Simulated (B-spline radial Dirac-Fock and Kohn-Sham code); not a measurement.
# Auger parameter of copper: the L3 level and its strongest L3-MM line

The computed values come from a radial finite-basis atomic code: Dirac-Fock (average of configuration) total-energy differences with a finite nucleus, the Breit interaction including its frequency dependence, and self-energy and vacuum-polarisation corrections. The modified Auger parameter α′ is the binding energy plus the kinetic energy of the Auger electron; it does not depend on the energy zero. For free ions it tends to fall with charge, since less charge screens the final holes.

```
           species  configuration  binding 2p3/2 (eV)  Auger line  kinetic (eV)  α′ (eV)
                Cu  [Ar] 3d10 4s1               938.8    M4M5 J=4         905.3   1844.1
                Cu  [Ar] 3d10 4p1               941.0    M4M5 J=4         903.5   1844.5
               Cu⁺      [Ar] 3d10               948.6    M4M5 J=4         893.6   1842.3
Cu⁺ (Watson 2.7 Å)      [Ar] 3d10               943.3    M4M5 J=4         898.9   1842.3
```
